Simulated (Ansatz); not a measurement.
I$_{2}$Sn, charge +1, doublet, at a GFN2-xTB geometry (such geometries of metal compounds can be far from the true shape) (a state made from the parent by changing its charge; the spin is typed, not shown lowest) (all electrons, no relativity). Base run: R2SCAN/STO-3G in Ansatz (a first-principles code).

The Ansatz input:
Ansatz 0.2 input:
```yaml
crystal:
  periodic: [false, false, false]
  atoms:
    - {symbol: Sn, position_ang: [-0.00242820, -0.00227352, 1.36744649]}
    - {symbol: I, position_ang: [0.99109659, -1.68231466, -0.64606286]}
    - {symbol: I, position_ang: [-0.98880584, 1.68445949, -0.64398100]}
basis:
  gaussian:
    orbitals: STO-3G
hamiltonian:
  xc: r2scan
total_charge: 1
magnetization: {spin_polarized: true, initial_magnetization: 1}
```

Variants of this job, named by their change:

```json
[
 {"change": "base", "basis functions": "81", "E (Eh)": "-19671.40762", "core-seconds (rough)": "50"},
 {"change": "basis = def2-SV(P)", "basis functions": "78", "E (Eh)": "-809.79838", "core-seconds (rough)": "50"},
 {"change": "basis = def2-SVP", "basis functions": "78", "E (Eh)": "-809.79838", "core-seconds (rough)": "50"},
 {"change": "basis = 3-21G", "basis functions": "99", "E (Eh)": "-19779.73089", "core-seconds (rough)": "70"},
 {"change": "basis = def2-SVPD", "basis functions": "102", "E (Eh)": "-809.80263", "core-seconds (rough)": "70"},
 {"change": "basis = def2-TZVP", "basis functions": "150", "E (Eh)": "-809.82655", "core-seconds (rough)": "90"},
 {"change": "basis = def2-TZVPP", "basis functions": "150", "E (Eh)": "-809.82655", "core-seconds (rough)": "90"},
 {"change": "basis = def2-TZVPD", "basis functions": "174", "E (Eh)": "-809.82716", "core-seconds (rough)": "100"},
 {"change": "basis = def2-QZVP", "basis functions": "246", "E (Eh)": "-809.83142", "core-seconds (rough)": "200"},
 {"change": "basis = def2-QZVPP", "basis functions": "246", "E (Eh)": "-809.83142", "core-seconds (rough)": "200"}
]
```

Totals compare only among sets that treat the same electrons; sets with core potentials leave the core out.
